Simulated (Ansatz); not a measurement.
Coupled-cluster diagnostics for Be₂O₃⁻, Ansatz.

Geometry of the doublet (r2SCAN-D4/def2-TZVPD):

```csv
atom,x (Å),y (Å),z (Å)
Be1,0.041,-0.480,-0.022
Be2,-0.112,1.318,0.061
O3,0.169,-1.989,-0.092
O4,0.843,0.612,0.880
O5,-0.941,0.539,-0.826
```

Correlated methods freeze 3 core orbitals. Another isomer (doublet) lies 0.60 eV lower at PBE-D4/def2-TZVPD; other spin states weren't run for this one.

Problem. Estimate the CCSD(T) correlation energy, the shares of MP2 and (T), T1 and the reference's ⟨S²⟩ for: charge -1, doublet, own geometry in def2-TZVPPD; and the rough time on 4 threads of Arm Neoverse V2 on a shared host.

Solution. 
```json
{"state": "charge -1, doublet, own geometry", "basis": "def2-TZVPPD", "correlation (eV)": "-23.629", "MP2 share (%)": "95.3", "(T) share (%)": "3.6", "T1": "0.018", "⟨S²⟩ (pure)": "0.76 (0.75)", "wall time": "5.6 min"}
```
Customary marks for T1 are 0.02 (closed shells), 0.045 (open shells) and about 0.05 (3d metals). T1 stays under 0.02 throughout.
